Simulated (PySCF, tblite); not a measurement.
Isomers of C7H9ClNP, one GFN2-xTB conformer each. Single-point energies are computed at PBE0/pcSseg-1 (PySCF, gas phase, no added dispersion term), electronic only.

Task: Rank them by PBE0/pcSseg-1 energy, lowest first (kcal/mol).
A. `CN(C)C1=CC(Cl)=PC=C1`
B. `[CH3:1][CH:2]([CH3:3])[c:4]1[cH:5][n:6][c:7]([Cl:8])[cH:9][p:10]1` with C1–C2–C4–C5 62°
C. `CN(C)C1=PC=C(Cl)C=C1`

Result: B (0.0), C (5.7), A (6.8).

Neighbours under 2.5 kcal/mol apart (CN(C)c1ccc(Cl)cp1 and CN(C)c1ccpc(Cl)c1) can change places with a better method, another conformer or zero-point energy. GFN2-xTB itself gives, in the same order: 0.0, 1.6, 4.3. Both levels put the same isomer lowest; measured from each level's own lowest isomer, the values differ by up to 4.1 kcal/mol (CN(C)c1ccc(Cl)cp1: 1.6 against 5.7).

Task: Which frontier levels, dipoles and rotational constants go with these structures?

Result: 
```tsv
SMILES	HOMO (eV, PBE0/pcSseg-1)	LUMO (eV)	dipole (D)	A, B, C (MHz)
CC(C)c1cnc(Cl)cp1	-7.57	-2.27	3.07	2254, 530.8, 473.3
CN(C)c1ccc(Cl)cp1	-5.79	-1.34	4.48	2522, 533.2, 442.5
CN(C)c1ccpc(Cl)c1	-5.81	-1.04	5.72	1637, 659.1, 474.1
```

Task: What happens when harmonic zero-point energies from GFN2-xTB frequencies are added?

Result: 
| SMILES | ZPE (kcal/mol) | electronic (kcal/mol) | with ZPE (kcal/mol) |
| --- | --- | --- | --- |
| CC(C)c1cnc(Cl)cp1 | 90.3 | 0.0 | 0.0 |
| CN(C)c1ccc(Cl)cp1 | 89.6 | 5.7 | 5.0 |
| CN(C)c1ccpc(Cl)c1 | 90.0 | 6.8 | 6.5 |

The zero-point energies span 0.7 kcal/mol. The order is unchanged.

Task: As an exercise, what shares would exp(−E/RT) give at 1000 K from these electronic energies alone (no entropy, no degeneracies)?

Result: RT = 1.987 kcal/mol: CC(C)c1cnc(Cl)cp1 91.7 %, CN(C)c1ccc(Cl)cp1 5.3 %, CN(C)c1ccpc(Cl)c1 2.9 %.
